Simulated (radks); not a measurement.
The numbers below are computed, except where a source is named.
Task: Valence configurations of neutral bismuth. Level of theory: Dirac Kohn-Sham, PBE, spin-unpolarised, spherical densities, finite nucleus; open shells fill j = l - 1/2 first; Fermi nuclear charge, rms radius 5.5211 fm (a radial shooting solver on a logarithmic mesh with Libxc functionals). Order these by energy: [Xe] 4f13.5 5d10 6s2 6p3.5; [Xe] 4f14 5d9.5 6s2 6p3.5; [Xe] 4f14 5d10 6s1 6p4; [Xe] 4f14 5d8 6s2 6p5; [Xe] 4f14 5d10 6s1.5 6p3.5; [Hg] 6p3; [Xe] 4f13 5d10 6s2 6p4; [Xe] 4f14 5d9 6s2 6p4; [Xe] 4f13.5 5d9.5 6s2 6p4; [Xe] 4f12 5d10 6s2 6p5.

Result: From the lowest, in eV above it: [Hg] 6p3 0.000; [Xe] 4f14 5d10 6s1.5 6p3.5 5.124; [Xe] 4f14 5d10 6s1 6p4 10.361; [Xe] 4f14 5d9.5 6s2 6p3.5 11.083; [Xe] 4f14 5d9 6s2 6p4 23.037; [Xe] 4f14 5d8 6s2 6p5 49.537; [Xe] 4f13.5 5d10 6s2 6p3.5 74.887; [Xe] 4f13.5 5d9.5 6s2 6p4 87.275; [Xe] 4f13 5d10 6s2 6p4 154.53; [Xe] 4f12 5d10 6s2 6p5 328.40. NIST lists [Hg] 6p3 as the ground configuration; this level of theory agrees among the configurations tried. The energies are those of spherical spin-averaged densities, not of single terms.
